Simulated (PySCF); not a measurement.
**Dipole response of Tc²⁺ (technetium, charge +2)**

[Kr] 4d5, high-spin 6S determinant. All numbers are calculated (PySCF 2.14, the non-relativistic Hamiltonian (point nucleus), in dyall-av2z). Coupled (time-dependent) response in atomic units; α is the mean over directions. A double-zeta set is small for polarisabilities.

| method | mean α (bohr³) | C₆ (like pair) | S(−4) |
| --- | --- | --- | --- |
| UHF | 7.551 | 40.00 | 15.58 |
| PBE | 8.550 | 45.64 | 23.91 |

S(−4) is the Cauchy moment in α(ω) = α(0) + S(−4) ω² + …

α(iu) at PBE:

```
u (hartree)  α(iu) (bohr³)
          0          8.550
     0.0500          8.491
      0.100          8.323
      0.200          7.756
      0.300          7.062
      0.500          5.767
      0.750          4.531
       1.00          3.628
       1.50          2.443
       2.00          1.737
       3.00         0.9899
       5.00         0.4361
```

A single London oscillator, α(iu) = α/(1 + u²/ω²), gives C₆ = (3/4) ω α². Matching the computed C₆ needs ω = 4 × 45.64 / (3 × 8.550²) = 0.832 hartree.

For an ion, C₆ is the dispersion term alone; charge-induced terms of lower order in 1/R come first.

A non-relativistic calculation at this Z misses sizeable relativistic shifts.
